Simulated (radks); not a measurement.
Task: The silicon ion Si4+, [Ne]. Method: non-relativistic Kohn-Sham, PBE, spin-polarised, spherical densities, point nucleus; computed with a radial shooting solver on a logarithmic mesh with Libxc functionals. Every spin shell is full or empty, so the densities are truly spherical. Functionals are evaluated on that one density, not self-consistently. Rank these orbital-free kinetic functionals by their error against the exact value of the orbitals, and give that value: Thomas-Fermi, von Weizsacker, TF + vW, TF + vW/9, TF + vW/5, LC94, revAPBEK, Perdew 92, Thakkar, Pearson, LKT, PG1, DePristo-Kress, Ernzerhof.

Result: Exact: 285.073 hartree. From best to worst, with 100 (|E| - |E exact|)/|E exact| (equal figures are ties): Thakkar +0.11, DePristo-Kress +0.23, LC94 +0.27, Perdew 92 -0.34, TF + vW/9 -0.36, Ernzerhof +0.47, revAPBEK +0.79, Pearson -1.66, TF + vW/5 +5.35, Thomas-Fermi -7.50, PG1 +27.11, LKT +33.14, von Weizsacker -35.76, TF + vW +56.75.
